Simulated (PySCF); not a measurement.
# Radial density of Be⁺ (beryllium, charge +1)

UHF, [He] 2s1, 2S determinant. Calculation: PySCF 2.14, in 6-31G*; no relativity, point nucleus.

```csv
r (bohr),4πr²ρ (e/bohr),4πr²(ρα − ρβ)
0.00757,0.02327,0.0005
0.0127,0.06419,0.0014
0.0214,0.1707,0.0038
0.0360,0.4276,0.0096
0.0606,0.9990,0.0222
0.102,2.040,0.0444
0.171,3.378,0.0694
0.288,3.926,0.0651
0.485,2.590,0.0111
0.816,0.7521,0.0539
1.37,0.3977,0.3544
2.31,0.4361,0.4359
3.88,0.08588,0.0859
6.53,0.001450,0.0014
```
